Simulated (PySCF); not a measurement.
Input for PySCF: R-BP86/LANL2DZ on CH4Sn (SMILES [CH3][SnH]), a point of a bond scan (R = 1.787 Å).

```python
from pyscf import gto, scf, dft, mp
from pyscf.data.elements import chemcore

mol = gto.M(
    atom='''
    Sn    0.00983745    0.25050043    0.24518718
    H    -0.34594591    1.41339688   -1.06484958
    C    -0.01334196   -1.45640015   -1.15807253
    H     0.73724523   -1.29419038   -1.93601312
    H    -0.98669425   -1.50317430   -1.65333226
    H     0.18357434   -2.40265271   -0.65672900
    ''',
    basis='lanl2dz',
    ecp={'Sn': 'lanl2dz'},
    charge=0, spin=0, verbose=3, max_memory=1800)
mf = dft.RKS(mol, xc='b88,p86')
mf.conv_tol = 1e-8
mf.max_cycle = 100
mf.kernel()
if not mf.converged:
    mf = mf.newton().run(mf.mo_coeff, mf.mo_occ)
```

The log:

```
converged SCF energy = -43.865127223884
```

The calculation finished and met its thresholds.

Cost: around 3 core-seconds (rough).
